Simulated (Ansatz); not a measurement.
Molecular dynamics, step by step

ZnSF (SMILES [F][Zn][S-]) (charge -1), closed shell, PBE0-D4/def2-SVPD (Ansatz 0.2.0). Settings (timestep in fs, temperature in K, friction in 1/fs; T counts 9 degrees of freedom, while the starting velocities carry no drift of the centre of mass, so T starts below the set value):

```yaml
hamiltonian: {xc: pbe0, dispersion: d4}
md: {n_steps: 30, timestep: 0.75, temperature: 100, ensemble: nvt_langevin, seed: 804, friction: 0.05, initial_velocities: maxwell_boltzmann}
```

Start (the SMILES describes the start alone):

```
3
angstrom
F -1.5912 0.8534 -0.7745
Zn -0.0720 0.0250 -0.0365
S 1.6631 -0.8784 0.8110
```

| step | time (fs) | potential energy less the start (meV) | kinetic energy (meV) | T (K) |
| --- | --- | --- | --- | --- |
| 0 | 0.00 | 0.0 | 25.9 | 67 |
| 2 | 1.50 | -1.9 | 31.2 | 81 |
| 4 | 3.00 | -5.9 | 36.6 | 94 |
| 6 | 4.50 | -11.8 | 56.7 | 146 |
| 8 | 6.00 | -17.1 | 86.2 | 222 |
| 10 | 7.50 | -20.6 | 73.4 | 189 |
| 12 | 9.00 | -23.4 | 75.5 | 195 |
| 14 | 10.50 | -25.2 | 87.0 | 224 |
| 16 | 12.00 | -26.8 | 81.0 | 209 |
| 18 | 13.50 | -27.7 | 81.6 | 211 |
| 20 | 15.00 | -28.6 | 64.6 | 167 |
| 22 | 16.50 | -30.1 | 65.0 | 168 |
| 24 | 18.00 | -31.0 | 57.0 | 147 |
| 26 | 19.50 | -31.6 | 49.6 | 128 |
| 28 | 21.00 | -32.7 | 57.7 | 149 |
| 30 | 22.50 | -34.8 | 60.0 | 155 |

Step 6, positions (Å) and forces (eV/Å):

| atom | x | y | z | Fx | Fy | Fz |
| --- | --- | --- | --- | --- | --- | --- |
| F1 | -1.580 | 0.850 | -0.773 | 0.636 | -0.356 | 0.305 |
| Zn2 | -0.075 | 0.030 | -0.040 | -0.067 | 0.061 | -0.019 |
| S3 | 1.654 | -0.890 | 0.815 | -0.569 | 0.295 | -0.286 |

Step 16, positions (Å) and forces (eV/Å):

```
atom       x       y       z      Fx      Fy      Fz
  F1  -1.561   0.838  -0.783   0.295  -0.157   0.145
 Zn2  -0.087   0.030  -0.046   0.296  -0.175   0.155
  S3   1.626  -0.920   0.817  -0.591   0.332  -0.300
```

Step 28, positions (Å) and forces (eV/Å):

```csv
atom,x,y,z,Fx,Fy,Fz
F1,-1.535,0.829,-0.797,-0.163,0.094,-0.070
Zn2,-0.108,0.028,-0.041,0.701,-0.401,0.329
S3,1.593,-0.934,0.821,-0.539,0.307,-0.259
```

Last step (30):

```
atom    x (Å)    y (Å)    z (Å)
  F1  -1.5280   0.8306  -0.8011
 Zn2  -0.1095   0.0264  -0.0400
  S3   1.5868  -0.9340   0.8221
```

Hardware: 2 CPU threads of an Intel Xeon 6975P-C, shared host. Wall time about 26 s.
